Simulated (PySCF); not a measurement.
**Worked example: oscillator strength and radiative lifetime**

[(Z)-prop-1-enyl]silane (C3H8Si), SMILES C/C=C\[SiH3].

Geometry optimised at r2SCAN-D4/def2-SVP.

TDDFT-PBE/def2-SVPD run with PySCF 2.14.0 puts the first singlet state with f over 0.02 at 6.19 eV (vertical), with the transition dipole (-0.061, -1.283, 0.000) in atomic units.

**Question.** Find the oscillator strength, the wavelength and the radiative lifetime that this transition would have in vacuum if emission retraced absorption.

**Answer.** 
|μ|² = 1.6498 au, so |μ| = 3.26 D. ΔE = 6.19/27.211 = 0.2275 hartree. f = (2/3) ΔE |μ|² = 0.250 (the program prints 0.250).
λ = 1239.84/6.19 = 200 nm; ν = 49926 cm⁻¹.
Einstein's coefficient A = 0.6670 ν² f s⁻¹ (ν in cm⁻¹) = 4.2e8 s⁻¹, so τ = 1/A = 2.4 ns. This state is S1. The figure is the radiative limit of this one transition; relaxation, internal conversion, crossing to triplets and a medium change what is measured.
